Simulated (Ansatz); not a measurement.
Coupled-cluster diagnostics for Ga(NH3)F3 (GaNF3H3), Ansatz.

Geometry of the singlet (PBE-D4/def2-SVP):

```tsv
atom	x (Å)	y (Å)	z (Å)
Ga1	0.9149	0.3340	0.4154
N2	-0.8798	-0.3211	-0.3996
H3	-0.8629	-0.2205	-1.4242
H4	-1.6631	0.2328	-0.0257
H5	-1.0349	-1.3121	-0.1671
F6	0.3129	1.6240	1.4722
F7	1.7565	0.8268	-1.0652
F8	1.4564	-1.1639	1.1942
```

Correlated methods freeze 13 core orbitals; core or outer-core shells of Ga are correlated, in sets that lack core-valence functions.

Problem. Estimate the CCSD(T) correlation energy, the shares of MP2 and (T), T1 and the reference's ⟨S²⟩ for: charge 0, singlet, own geometry in def2-TZVP; and the rough time on 4 threads of Arm Neoverse V2 on a shared host.

Solution. 
| state | basis | correlation (eV) | MP2 share (%) | (T) share (%) | T1 | ⟨S²⟩ (pure) | wall time |
| --- | --- | --- | --- | --- | --- | --- | --- |
| charge 0, singlet, own geometry | def2-TZVP | -33.736 | 96.9 | 3.0 | 0.013 | 0.00 (0.00) | 89 s |
Customary marks for T1 are 0.02 (closed shells), 0.045 (open shells) and about 0.05 (3d metals). T1 stays under 0.02 throughout.
